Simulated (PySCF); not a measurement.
C2H4ClFSi2, SMILES C#C[SiH2][Si@H](F)Cl.

Geometry optimised at B3LYP-D3(BJ)/def2-SVP. The structure was generated by enumeration; whether it is a known compound was not checked. One conformer was computed; it need not be the lowest.

The numbers are results of B3LYP/def2-TZVP in PySCF, not measurements.

Gas-phase values at a fixed geometry.

```
Property                                                                                                        Result
---------------------------------------------------------------------------------------------  -----------------------
total energy                                                                                       -1217.86637 hartree
highest occupied level                                                                                        -7.85 eV
lowest empty level                                                                                            -1.03 eV
orbital gap                                                                                                    6.82 eV
dipole moment                                                                                                   1.42 D
quadrupole, principal values (traceless, Buckingham form, about the centre of nuclear charge)  -7.52, -4.27, 11.79 D·Å
mean static polarisability                                                                       84.7 bohr³ (12.55 Å³)
polarisability, principal values                                                               65.7, 85.5, 102.8 bohr³
```
